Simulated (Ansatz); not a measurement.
FZn (SMILES [F][Zn+]), charge +1, singlet, geometry from GFN2-xTB (such geometries of metal compounds can be far from the true shape), atoms displaced at random by about 0.03 Å a coordinate; R2SCAN/6-31G, gradient (Ansatz, a first-principles code).

Input for Ansatz:
Ansatz 0.2 input:
```yaml
crystal:
  periodic: [false, false, false]
  atoms:
    - {symbol: Zn, position_ang: [0.00407844, 0.03148013, -0.37963768]}
    - {symbol: F, position_ang: [0.03247751, 0.06747572, 1.33700170]}
basis:
  gaussian:
    orbitals: 6-31G
hamiltonian:
  xc: r2scan
total_charge: 1
output: {forces: true}
```

The log (banner, timings and long lists left out):

```
Functional definition: r2SCAN
367 factors; integrals over basis functions are off by at most 4.9e-4 eV
mean field evaluation 1: about -51096.2044 eV, gradient 1.1e2 eV
mean field evaluation 2: about -50818.0901 eV, gradient 2.3e2 eV
mean field evaluation 4: about -51115.4485 eV, gradient 1.6e1 eV
mean field evaluation 8: about -51116.0686 eV, gradient 7.6e-1 eV
mean field evaluation 16: about -51116.0635 eV, gradient 1.0e-5 eV
mean field -51116.06352757 eV, -1878.4806869261 hartree, gradient 1.0e-5 eV, S^2 0.000000; 0 other end points of the search recorded, 0 dependent functions left out
the calculation of the forces begins
reference -51116.06354416 eV, -1878.4806875356 hartree; 19, 19 occupied and 19, 19 virtual orbitals, 367 factors
Total energy: -51116.06354416 eV, -1878.4806875356 hartree
Atom 0 at     0.004078     0.031480    -0.379638 Å, force     0.001929     0.002445     0.116620 eV/Å
Atom 1 at     0.032478     0.067476     1.337002 Å, force    -0.001929    -0.002445    -0.116620 eV/Å
Dipole moment:    -0.020364    -0.025811    -1.230927 e Å
```
